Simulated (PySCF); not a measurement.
MP for M along the second period

PBE0 with double-zeta basis sets in PySCF, for the lowest determinant that a PBE0 search found; no spin–orbit coupling. De refers to high-spin ground-configuration atoms. A positive dipole means M(−)P(+).

```tsv
M	basis	state (unpaired electrons)	Re (Å)	ωe (cm⁻¹)	De (eV)	μ (D)
Li	def2-SVPD	triplet (π ↑↑)	2.327	497	1.81	-6.57
Be	pcseg-1	quartet (σ ↑, π ↑↑)	2.079	611	1.46	-0.66
B	x2c-SVPall	triplet (σ ↑, π ↑)	1.742	1000	3.63	-0.23
N	pcseg-1	singlet (closed shell)	1.489	1418	5.70	2.68
O	def2-SVP	doublet (π ↑)	1.493	1270	5.58	2.08
```

The shortest bond is that of PN (1.489 Å), the longest that of LiP (2.327 Å).

The rows differ in basis set, which adds steps of its own.

The state changes along the series, so neighbouring rows are not always alike in their bonding.

States were picked by a PBE0 search and need not be the measured ground states.
